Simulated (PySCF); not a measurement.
PySCF 2.14 output of an unrestricted r2SCANh calculation on a single atom or ion in dyall-av2z (22s16p12d, 130 functions), with the non-relativistic Hamiltonian (point nucleus):

```
SCF conv_tol = 1e-09
number electrons alpha = 28  beta = 24
    M. Bursch, H. Neugebauer, S. Ehlert, and S. Grimme.,  J. Chem. Phys. 156, 134105 (2022)
cycle= 1 E= -6614.15430219777  delta_E= -0.0134  |g|= 0.0249  |ddm|= 0.514
cycle= 2 E= -6614.15435049212  delta_E= -4.83e-05  |g|= 0.007  |ddm|= 0.044
cycle= 3 E= -6614.1543580148  delta_E= -7.52e-06  |g|= 0.0044  |ddm|= 0.0278
cycle= 4 E= -6614.15436005912  delta_E= -2.04e-06  |g|= 0.000559  |ddm|= 0.00392
cycle= 5 E= -6614.15436009232  delta_E= -3.32e-08  |g|= 4.02e-05  |ddm|= 0.00139
cycle= 6 E= -6614.15436009469  delta_E= -2.37e-09  |g|= 6.44e-06  |ddm|= 0.000423
cycle= 7 E= -6614.15436009475  delta_E= -6.18e-11  |g|= 1.07e-06  |ddm|= 7.07e-05
converged SCF energy = -6614.15436009475  <S^2> = 6.0008309  2S+1 = 5.0003324
```

The run itself started from symmetry-adapted Hartree-Fock orbitals and held the occupation by maximum overlap, on a logarithmic radial grid, so the iterations belong to that start.

Q: Which element, charge and spin multiplicity is this?

A: Te (tellurium, neutral), multiplicity 5; the state was [Kr] 4d10 5s2 5p3 6s1, high-spin 5S determinant (an excited configuration).

A non-relativistic calculation at this Z misses sizeable relativistic shifts. The outer electron is Rydberg-like, and this basis confines it to a smaller radius and binds it less than a complete one would.
